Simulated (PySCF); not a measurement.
OPb, SMILES [O]=[Pb] (connectivity only; charge and spin as stated), neutral, multiplicity 1. The structure is a stationary point at PBE0-D3(BJ)/def2-TZVP. The def2 effective core potentials stand for the cores of Pb; spin–orbit coupling is left out.

Computed with PBE0-D3(BJ)/def2-TZVP in PySCF.

Harmonic wavenumbers (cm⁻¹): 788. Rotational constants (GHz): 9.391 (linear); symmetry number 1.

### Question
Work out the zero-point energy and the ideal-gas rigid-rotor harmonic-oscillator thermochemistry at 298.15 K and 1 atm.

### Answer
ZPE = ½ Σ hcν = ½ × 788 cm⁻¹ = 1.13 kcal/mol. H − E(el) = 3.25 kcal/mol. Entropy in cal/(mol K): translation 42.11, rotation 14.89, vibration 0.22, total 57.22. G − E(el) = -13.81 kcal/mol. Cp = 7.63 cal/(mol K).
